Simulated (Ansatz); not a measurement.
CH$_{6}$F$_{2}$SiSn, SMILES `C[Si](F)(F)[SnH3]` at its PBE0-D4/def2-TZVP geometry, where that method's forces vanish. Charge 0, multiplicity 1. Sn: def2 effective core potential.

| atom | x (Å) | y (Å) | z (Å) |
| --- | --- | --- | --- |
| C1 | 0.933 | -1.461 | 0.648 |
| Si2 | 0.757 | 0.052 | -0.398 |
| F3 | 1.921 | 1.076 | -0.011 |
| F4 | 1.015 | -0.350 | -1.922 |
| Sn5 | -1.490 | 1.291 | -0.257 |
| H6 | 0.809 | -1.215 | 1.705 |
| H7 | 1.924 | -1.902 | 0.508 |
| H8 | 0.181 | -2.206 | 0.377 |
| H9 | -1.780 | 1.807 | 1.344 |
| H10 | -1.504 | 2.654 | -1.280 |
| H11 | -2.765 | 0.253 | -0.714 |

(1) For each bond, give half the difference of the two atoms' forces along it (eV/Å; positive pushes the atoms apart) under PBE-D4, r2SCAN-D4, B3LYP-D4, ωB97M-V in def2-TZVPP. (Estimate.)

Results:

(1) Computed: 
```csv
bond,length (Å),PBE-D4,r2SCAN-D4,B3LYP-D4,ωB97M-V
C1–Si2,1.847,-0.11,-0.03,0.03,-0.03
C1–H6,1.093,0.10,-0.01,-0.05,-0.04
C1–H7,1.093,0.11,0.00,-0.05,-0.05
C1–H8,1.093,0.10,-0.01,-0.05,-0.04
Si2–F3,1.598,0.49,0.04,0.15,0.14
Si2–F4,1.598,0.50,0.05,0.15,0.14
Si2–Sn5,2.569,-0.20,-0.03,-0.01,-0.11
Sn5–H9,1.707,0.10,0.00,0.03,-0.05
Sn5–H10,1.704,0.10,0.00,0.02,-0.05
Sn5–H11,1.707,0.10,0.00,0.03,-0.05
```

B3LYP here is the variant with VWN-RPA as its local correlation; programs differ in this.
